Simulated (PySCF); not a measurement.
A structure optimised at PBE0-D3(BJ)/def2-SVP, used in a PySCF frequency run:

```xyz
12

Si     1.1453     1.1453    -0.2852
Si     1.1453    -1.1453     0.2852
Si    -1.1453    -1.1453    -0.2852
Si    -1.1453     1.1453     0.2852
H      2.0864     2.0864     0.3944
H      1.2802     1.2802    -1.7708
H      1.2802    -1.2802     1.7708
H      2.0864    -2.0864    -0.3944
H     -2.0864    -2.0864     0.3944
H     -1.2802    -1.2802    -1.7708
H     -1.2802     1.2802     1.7708
H     -2.0864     2.0864    -0.3944
```

Q: Write its SMILES, formula and point group.

A: [SiH2]1[SiH2][SiH2][SiH2]1, H8Si4, D2d

Q: What are its rotational constants (standard atomic weights)?

A: 2.6059, 2.6059, 1.4732 GHz
